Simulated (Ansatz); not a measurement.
The cluster Li5H4⁺, relaxed as a singlet with RKS PBE0-D4/def2-TZVP in Ansatz, starting from the GFN1-xTB geometry. Force threshold 0.02 eV/Å.

The structure comes from a short search, and lower isomers may exist.

Start:

| atom | x (Å) | y (Å) | z (Å) |
| --- | --- | --- | --- |
| Li1 | 1.0700 | -0.3680 | 2.0229 |
| Li2 | -1.0434 | 0.5962 | -1.9748 |
| Li3 | -1.9553 | 0.0542 | 1.2430 |
| Li4 | -0.0236 | -0.2651 | -0.0502 |
| Li5 | 1.9708 | 0.1415 | -1.2094 |
| H6 | 0.3996 | -0.4431 | -1.8384 |
| H7 | -0.5435 | -0.9996 | 1.5648 |
| H8 | 1.6622 | 0.4094 | 0.5259 |
| H9 | -1.5367 | 0.8744 | -0.2838 |

Task: Estimate the energy that the relaxation releases and the steps that it takes.

Result: 0.46 eV, in 7 steps; 6 s on 4 threads of Arm Neoverse V1 on a shared host. The force fell under the threshold at step 5, but the optimiser went on. No frequencies were taken in this run, so the end may be a saddle point.

Task: Does the start keep its bonding and symmetry?

Result: By distances, no bond broke or formed. The bond that changes most is Li4–H6, from 1.85 to 1.89 Å (atoms count from 1). Point group C2v at the start, C4v at the end, both within 0.05 Å.

Task: Predict the relaxed structure.

Result: 
Cartesian coordinates in Å:
```
Li 1.214 -0.433 2.098
Li -1.199 0.593 -2.068
Li -2.124 0.053 1.245
Li -0.023 -0.239 -0.045
Li 2.139 0.108 -1.215
H 0.497 0.266 -1.795
H -0.502 -0.318 1.785
H 1.800 -0.277 0.457
H -1.803 0.247 -0.463
```
Bond lengths (bridged metal pairs left out): 12 × H–Li 1.75 to 1.89 Å.
